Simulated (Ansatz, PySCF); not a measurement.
Process, species as SMILES: C=S (CH2S) -> [CH-]=S + H+
Structures are relaxed separately at B3LYP-D3(BJ)/def2-TZVP in Ansatz (a first-principles code). Unstable Hartree-Fock reference: C=S (CH2S), [CH-]=S. High T1 diagnostic, so coupled cluster is less sure: [CH-]=S.

Quantity: gas-phase deprotonation energy (enthalpy at 298 K, with B3LYP-D3(BJ) rigid-rotor harmonic-oscillator terms from PySCF), in kJ/mol. Cores are frozen in the correlated levels unless marked. No spin-orbit coupling. Non-relativistic. Anions need diffuse functions: aug- sets have them; def2-D sets add few; the other sets have none. Basis-set limits of correlation are two-point, X^-3; Hartree-Fock from the larger set.

```
level                                                program  gas-phase deprotonation energy (kJ/mol)
--------------------------------------------  --------------  ---------------------------------------
HF/6-31G                                              Ansatz                                   1647.2
HF/def2-QZVPP                                         Ansatz                                   1624.6
PBE-D4/def2-TZVPD                             Ansatz + dftd4                                   1602.9
B3LYP-D3(BJ)/def2-TZVPD                       Ansatz + dftd3                                   1613.9
PBE0/6-31G*                                           Ansatz                                   1667.5
PBE0/def2-QZVPP                                       Ansatz                                   1622.8
MN15/def2-TZVPD                                        PySCF                                   1605.3
RPA@PBE/cc-pV(Q+d)Z                                   Ansatz                                   1636.2
MP2/6-31G*                                            Ansatz                                   1689.5
MP2/def2-SVPD                                         Ansatz                                   1627.5
MP2/cc-pVTZ                                           Ansatz                                   1648.5
MP2/def2-TZVPP                                        Ansatz                                   1640.2
RI-MP2/aug-cc-pV(T+d)Z                                Ansatz                                   1614.0
RI-MP2/aug-cc-pV(Q+d)Z                                Ansatz                                   1613.6
RI-MP2/def2-TZVPP                                     Ansatz                                   1640.2
SCS-MP2/6-31G*                                        Ansatz                                   1690.2
SCS-MP2/cc-pVTZ                                       Ansatz                                   1654.7
CCSD/6-31G*                                           Ansatz                                   1684.9
CCSD/def2-SVP                                         Ansatz                                   1701.7
CCSD(T)/def2-QZVPPD                                   Ansatz                                   1614.0
CCSD(T)/CBS(aug-cc-pV(T+d)Z,aug-cc-pV(Q+d)Z)          Ansatz                                   1609.1
```
